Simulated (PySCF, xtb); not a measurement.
In(OH)3 (H₃InO₃), SMILES [OH][In]([OH])[OH].

GFN2-xTB in xtb at its own geometry gives an orbital gap of 3.68 eV and a dipole moment of 3.12 D.

Coordinates come from a B3LYP-D3(BJ)/def2-SVP optimisation. The def2 effective core potentials stand for the cores of In; spin–orbit coupling is left out. The values are those of a single conformer.

What does r2SCAN/def2-TZVP run with PySCF give? (An estimate is asked for; the answer gives what the named calculation found.)

gap 4.51 eV (levels -7.30 and -2.79 eV), dipole 2.61 D.
